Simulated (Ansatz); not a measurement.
Cost and result for the atomization energy of CH5AlFNO (`N[CH](F)[AlH][OH]`) (10 atoms, 9 bonds).

```xyz
10

N     1.310   -0.749    0.447
C     0.415   -0.447   -0.596
F     0.874    0.649   -1.411
Al   -1.394    0.028    0.084
O    -1.631    1.574    0.738
H     1.417   -0.011    1.128
H     2.223   -1.058    0.136
H     0.395   -1.300   -1.284
H    -2.622   -0.962    0.097
H    -0.987    2.276    0.660
```

The species carries charge 0 and has multiplicity 1. All single points use the PBE0-D4/def2-TZVP geometry. It is one conformer, not always the lowest. Program: Ansatz. All runs use 4 threads of an Arm Neoverse V1 on a shared host. Times are those of one run each, without the atoms' runs, and a repeat can differ threefold. Electronic energies, without spin–orbit coupling; frozen cores. CCSD(T)/CBS adds CCSD(T) − MP2 in def2-TZVPP to the MP2 limit, and its time is that of the two runs behind it. T1 = 0.013. B3LYP takes the VWN-RPA correlation (the form of Gaussian; ORCA's B3LYP/G).

CCSD(T)/CBS is a level of theory with its own doubt, some kJ/mol a heavy atom from the limit and from the frozen cores, so smaller differences don't rank the functionals.

| level | functions | wall time |
| --- | --- | --- |
| PBE-D4/def2-TZVPP (with forces) | 236 | 2.3 s |
| PBE0-D4/def2-TZVPP | 236 | 2.6 s |
| B3LYP-D4/def2-TZVPP (with forces) | 236 | 3.9 s |
| r2SCAN-D4/def2-TZVPP (with forces) | 236 | 4.6 s |
| B2PLYP/def2-TZVPP | 236 | 4.6 s |
| ωB97X-V/def2-TZVPP | 236 | 7 s |
| ωB97M-V/def2-TZVPP (with forces) | 236 | 10 s |
| MP2/def2-QZVPP | 448 | 18 s |
| CCSD(T)/def2-TZVPP | 236 | 2.2 min |
| CCSD(T)/CBS(def2) | – | 2.5 min |

What atomization energy does each give, and how far from CCSD(T)/CBS? (Best estimate.)

Ansatz gave: 
```csv
level,atomization (kJ/mol),difference from CCSD(T)/CBS,per bond
PBE-D4/def2-TZVPP (with forces),3615.7,74.7,8.3
PBE0-D4/def2-TZVPP,3513.0,-28.0,-3.1
B3LYP-D4/def2-TZVPP (with forces),3532.3,-8.7,-1.0
r2SCAN-D4/def2-TZVPP (with forces),3532.7,-8.3,-0.9
B2PLYP/def2-TZVPP,3495.5,-45.5,-5.1
ωB97X-V/def2-TZVPP,3547.0,6.0,0.7
ωB97M-V/def2-TZVPP (with forces),3548.8,7.8,0.9
MP2/def2-QZVPP,3577.9,36.9,4.1
CCSD(T)/def2-TZVPP,3426.1,-114.9,-12.8
CCSD(T)/CBS(def2),3541.0,0.0,0.0
```

In def2-TZVPP, CCSD(T) changes the Hartree–Fock value by +1010.1 kJ/mol (the triples alone add +59.8 kJ/mol) and MP2 by +1093.3 kJ/mol; breaking electron pairs costs correlation energy, which Hartree–Fock lacks. The D4 term adds +26.0 kJ/mol with B3LYP and +13.6 kJ/mol with PBE0; it sums over pairs of atoms, weighted by their polarisabilities, and B3LYP, whose exchange is more repulsive, gets the larger term. From PBE to PBE0 (25 % exact exchange), in def2-TZVPP and without D4, the atomization energy moves by −100.2 kJ/mol: exact exchange takes away binding that semilocal exchange gives to molecules.
